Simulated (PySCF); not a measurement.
Computed Raman spectrum (relative Raman activity) of a molecule C₂H₆BBrO. The structure is a stationary point at PBE0-D3(BJ)/def2-SVP. The values are those of a single conformer. Method: PBE0-D3(BJ)/def2-SVP (PySCF). Frequencies are harmonic and unscaled.

Lines under 2 % of the strongest are left out, and lines within 2 cm⁻¹ are merged.

```tsv
ν (cm⁻¹)	relative intensity
741	2.9
896	2.9
1114	2.5
1126	2.2
1301	6.6
1404	3.5
1455	11
1473	13
1499	3.7
2637	45
3061	46
3065	100
3125	66
3166	38
3171	35
```

Problem. Identify the compound among the candidates.
A) CCOBBr
B) CCB(O)Br
C) COB(C)Br

Solution. A, CCOBBr
